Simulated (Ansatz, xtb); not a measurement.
FGeH2SbSi: which of two structures lies lower

Structure X: a singlet given by its coordinates. Structure Y: a singlet given by its coordinates. Both are isolated molecules in the gas phase, relaxed with B3LYP-D3(BJ)/def2-SVP.

X (Å):

```xyz
6

F     1.2225    0.1512    0.5876
Ge   -1.6832   -1.7254   -0.6916
Sb    0.3299   -1.2715   -1.9621
Si   -0.2854   -0.4236    0.9402
H    -1.1113    0.7635    1.2961
H    -0.1241   -1.3239    2.1155
```

Close contacts (Å): F1–Si4 1.65, Ge2–Sb3 2.42, Ge2–Si4 2.51, Sb3–Si4 3.09, Si4–H5 1.49, Si4–H6 1.49.

Y (Å):

```xyz
6

F     1.2082    0.5318   -0.2390
Ge   -0.4060   -2.6782    0.9744
Sb   -1.4331   -1.7051   -1.1531
Si   -0.2330   -0.0433    0.2696
H    -0.9135    1.0856    0.9543
H     0.1603   -0.9435    1.5295
```

Close contacts (Å): F1–Si4 1.63, Ge2–Sb3 2.55, Ge2–Si4 2.73, Sb3–Si4 2.50, Ge2–H6 1.91, Si4–H5 1.49, Si4–H6 1.60.

Problem. Which of the two would you expect CCSD(T)/def2-SVP electronic energies to favour?

Solution. Structure Y; the calculation gives E(Y) − E(X) = −0.441 eV.

Level by level:

| level | geometry | E(Y) − E(X) (eV) | departure from the last row (eV) | job, with rough time for the two |
| --- | --- | --- | --- | --- |
| B3LYP-D3(BJ)/def2-SVP | B3LYP-D3(BJ)/def2-SVP | −0.530 | −0.089 | optimisation, 2.4 min |
| HF/def2-SVP | B3LYP-D3(BJ)/def2-SVP | −0.316 | +0.126 | part of the CCSD(T) run |
| MP2/def2-SVP | B3LYP-D3(BJ)/def2-SVP | −0.580 | −0.139 | part of the CCSD(T) run |
| CCSD(T)/def2-SVP | B3LYP-D3(BJ)/def2-SVP | −0.441 |  | single point, 44 s |

The levels shown agree on the order. The largest departure from CCSD(T)/def2-SVP is that of MP2/def2-SVP, 0.139 eV. Levels run at GFN2-xTB geometries aren't shown. MP2 in a larger basis moves the difference by −0.121 eV, a step that isn't added because spin contamination makes open-shell MP2 unreliable in this search.

With harmonic frequencies from B3LYP-D3(BJ)/def2-SVP (ideal gas, rigid rotor, one conformer each, 298.15 K, 1 atm): on the last row, ΔE + ΔZPE = −0.447, ΔH = −0.461, ΔG = −0.408 eV.

The T1 diagnostic of structure X is large, so the coupled-cluster value is less sure. The correlated steps freeze 19 core orbitals; the filled d shell of Ge and Sb is correlated, in a basis made for valence electrons. Atoms past krypton carry core potentials in the def2 sets and no spin–orbit term is included. Mirror images aren't counted in ΔG. Programs: Ansatz 0.2.0; the last row on 1 thread of Arm Neoverse V1 on a shared host.
